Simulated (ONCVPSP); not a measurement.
Varying the ONCV potential for Ir

Base potential:

Ir, optimised norm-conserving Vanderbilt (ONCV), made with ONCVPSP 4.0.1 (PBE, scalar-relativistic). Core [Xe] 4f14, reference 5d7 6s1.5 6p0.5. Waves: 6s: rc 2.10 bohr, ncon 5, nbas 9, qcut 3.5 1/bohr, 1 projector; 6p: rc 2.75 bohr, ncon 4, nbas 8, qcut 2.4 1/bohr, 2 projectors, debl 0.5 Ha; 5d: rc 1.65 bohr, ncon 4, nbas 8, qcut 6.5 1/bohr, 2 projectors, debl 2.5 Ha. Local part: polynomial inside 1.55 bohr (lpopt 1, dvloc0 0 Ha). Core correction: polynomial model core, fcfact 0.65.

Cutoffs, loose and tight: the cutoffs (Ha) at which the residual kinetic energy of the hardest occupied pseudo-wave falls to 1 and 0.1 mHa per electron. They do not see the model core or the augmentation charge, which bear on the density cutoff. Test errors are all-electron minus pseudo excitation energies from the reference, over the configurations 5d7 6s2 6p0; 5d7 6s1 6p0; 5d7 6s0 6p0; 5d6 6s2 6p1. A dash means not determined; rows that change the core or the reference have their own tests. The largest error is taken over the tests solved by every variant that gives reliable tests at all: 5d7 6s0 6p0; 5d7 6s1 6p0; 5d7 6s2 6p0.

A true bound ghost makes a file unfit for plane-wave use even where its test errors are small: the radial tests pick states by their node count and pass the ghost by.

| change | outcome | cutoff, loose | cutoff, tight | bound ghosts | GHOST(+) flags above zero | largest test error (meV) |
| --- | --- | --- | --- | --- | --- | --- |
| base | generated | 25 Ha | 49 Ha | s | p | -44 |
| d: ncon 5, nbas 9 | generated | 25 Ha | 49 Ha | s | p | -44 |
| local potential polynomial inside 1.55 bohr (lpopt 1, dvloc0 -1 Ha) | generated | 25 Ha | 49 Ha | s | p | -44 |
| d: nbas 9 | generated | 25 Ha | 49 Ha | s | p | -44 |
| all radii but the core radius scaled by about 1.20 (s 2.52, p 3.30, d 1.98 bohr); local potential polynomial inside 1.86 bohr (lpopt 1, dvloc0 0 Ha) | failed: ERROR pspot: first pseudo wave function has node, program will stop | – | – | – | – | – |
| p: debl 6 | generated | 25 Ha | 49 Ha | s | p | -44 |
| s: rc 2.62 | failed: ERROR pspot: first pseudo wave function has node, program will stop | – | – | – | – | – |
| p: qcut 2 | generated | 25 Ha | 49 Ha | s | p | -44 |
| s: rc 2.16 | failed: ERROR pspot: first pseudo wave function has node, program will stop | – | – | – | – | – |
| p: qcut 2.5 | generated | 25 Ha | 49 Ha | s | p | -44 |
| core [Kr] 4d10 4f14, valence charge 17; reference 5s2 5p6 5d7; waves now 5s: rc 1.15 bohr, ncon 4, nbas 7, qcut 5 1/bohr, 3 projectors, debl 1.3 Ha; 5p: rc 1.90 bohr, ncon 4, nbas 7, qcut 8.9 1/bohr, 2 projectors, debl 0.5 Ha; 5d: rc 1.90 bohr, ncon 4, nbas 8, qcut 10.1 1/bohr, 3 projectors, debl 3.4 Ha; local potential polynomial inside 1.05 bohr (lpopt 3, dvloc0 6 Ha) | generated, projector energies reset by the program | 93 Ha | 128 Ha | none | s | -171 |
| s: qcut 3.6; p: qcut 2.5; d: qcut 6.7 | failed: ERROR pspot: first pseudo wave function has node, program will stop | – | – | – | – | – |

Task: What comes out with this change to the base: local potential polynomial inside 1.25 bohr (lpopt 5, dvloc0 0 Ha)?

Result: outcome: generated; cutoff, loose: 25 Ha; cutoff, tight: 49 Ha; bound ghosts: s, p; GHOST(+) flags above zero: none; largest test error (meV): -44.
